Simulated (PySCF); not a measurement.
PySCF input for C2H6BFN2, SMILES C/N=C/B(N)F, C-PCM-PBE0/def2-SVP. The structure is a stationary point at B3LYP-D3(BJ)/def2-SVP. The structure was generated by enumeration; whether it is a known compound was not checked. One conformer was computed; it need not be the lowest.

```python
import numpy as np
from pyscf import gto, scf, dft
from pyscf.solvent import pcm

mol = gto.M(
    atom='''
    C     0.06622446    2.69343125   -0.00000000
    N    -0.34978953    1.31306810    0.00000000
    C     0.53148808    0.38975072   -0.00000000
    B     0.07210075   -1.12332448   -0.00000000
    N    -1.28296692   -1.43591864    0.00000000
    F     1.00365963   -2.09407898   -0.00000000
    H     1.16696338    2.83221122    0.00000000
    H    -0.35798400    3.20315053   -0.88220277
    H    -0.35798400    3.20315053    0.88220276
    H     1.61637080    0.64427570    0.00000001
    H    -1.65615088   -2.37656754   -0.00000000
    H    -1.96163571   -0.68202529   -0.00000000
    ''',
    basis='def2-SVP',
    charge=0,
    spin=0,
    max_memory=1600,
    verbose=3,
)
mf = dft.RKS(mol, xc='pbe0').density_fit(auxbasis='def2-universal-jkfit')
mf.grids.level = 3
mf.conv_tol = 1e-9
mf.max_cycle = 100
mf.kernel()
res = {}
for name, eps in {'water': 78.355, 'chlorobenzene': 5.6968, 'N,N-dimethylformamide': 37.219}.items():
    s = mf.PCM()
    s.with_solvent.method, s.with_solvent.eps, s.with_solvent.lebedev_order = 'C-PCM', eps, 29
    s.kernel(mf.make_rdm1())
    res[name] = (s.e_tot, eps, s.dip_moment(), s.mo_energy, s.converged)
    print(f'{name}: electrostatic solvation free energy {(s.e_tot - mf.e_tot) * 627.509474:.3f} kcal/mol')
```

Output:

```
converged SCF energy = -313.526097505624

WARN: PCM is an experimental feature. It is still in testing.
Features and APIs may be changed in the future.

converged SCF energy = -313.53376270921
Dipole moment(X, Y, Z, Debye): -1.20833,  1.06251,  0.00000
water: electrostatic solvation free energy -4.810 kcal/mol

WARN: PCM is an experimental feature. It is still in testing.
Features and APIs may be changed in the future.

converged SCF energy = -313.532388253074
Dipole moment(X, Y, Z, Debye): -1.19676,  1.03562,  0.00000
chlorobenzene: electrostatic solvation free energy -3.948 kcal/mol

WARN: PCM is an experimental feature. It is still in testing.
Features and APIs may be changed in the future.

converged SCF energy = -313.533641627359
Dipole moment(X, Y, Z, Debye): -1.20735,  1.06013,  0.00000
N,N-dimethylformamide: electrostatic solvation free energy -4.734 kcal/mol
```

Self-consistency was reached.
